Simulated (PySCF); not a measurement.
# Unknown compound

An unknown has the formula C₄H₉FO₃Si. Its calculated NMR data are:

¹H NMR (500 MHz, computed): δ 5.13 (m, 1H), 5.09 (m, 1H), 4.77 (m, 1H), 4.23 (s, 3H), 1.64 (m, 3H).

¹³C{¹H} NMR (computed): δ 160.6 (C), 86.2 (CH), 55.8 (CH3), 20.9 (CH3).

PySCF 2.14.0 with density-fitted response routines calculation with PBE0/pcSseg-1 with gauge-including orbitals and geometry from GFN2-xTB; relativity neglected, one averaged value for each set of equivalent atoms, isolated molecule, one computed conformer.

Shifts are taken against calculated references (same method and geometry level): ¹H (σref 31.72) and ¹³C (σref 186.93) against TMS.

**Question.** Choose the structure that fits.
A. F[C@H]1CO[C@H](O[SiH3])OC1
B. COC(=O)O[SiH2][C@@H](C)F
C. CO[SiH2]O[C@@H]1C[C@@H](F)O1
D. C[C@@H](O[SiH3])[C@H](F)C(=O)O
E. CO[C@@]1(O[SiH2]O)C[C@H]1F
F. CO[SiH2]O/C(=C\F)OC

**Answer.** B. 

- The formula gives 1 degree of unsaturation (no ring in the answer).
- 4 carbon signals for 4 carbons: no two carbons are equivalent.
- Carbon types of the structure: 1 × C, 1 × CH, 2 × CH3, leaving 2 H on heteroatoms.
- δC 160.6: carbonate carbon; it is a carbonyl in resonance with an O or N lone pair, the region of acids, esters and amides.
- δC 86.2: sp3 CH bonded to F and Si; the inductive effect lowers its shielding.
- δC 55.8: methyl carbon bonded to O; pulled downfield by the heteroatom.
- δC 20.9: methyl carbon; a saturated carbon with 1 carbon neighbour and no heteroatom attached.
- δH 4.23: hydrogen on a methyl carbon bonded to O; its carbon carries O, an electronegative neighbour.

The others: F[C@H]1CO[C@H](O[SiH3])OC1 would give 3 carbon signals, not 4; CO[C@@]1(O[SiH2]O)C[C@H]1F would give 6 signals for carbon-bound and other non-exchanging H, not 5; C[C@@H](O[SiH3])[C@H](F)C(=O)O would give 4 signals for carbon-bound and other non-exchanging H, not 5; CO[SiH2]O[C@@H]1C[C@@H](F)O1 would give 7 signals for carbon-bound and other non-exchanging H, not 5; CO[SiH2]O/C(=C\F)OC would give 4 signals for carbon-bound and other non-exchanging H, not 5.

Splittings by ¹⁹F in the carbon and heteronuclear signals aren't shown, as no couplings were computed. Shifts are as computed. Against solution values, carbons near 30 ppm lie about +3 ppm off and those near 130 ppm about +5 ppm. Of 1309 compounds with measured shifts, 239 miss one by over three times the rms of a fit or turn the order of signals round; such compounds aren't used in these exercises. Multiplicities follow the n + 1 count of equivalent neighbours, as no J values were calculated; m marks all less simple cases, F and P coupling included.
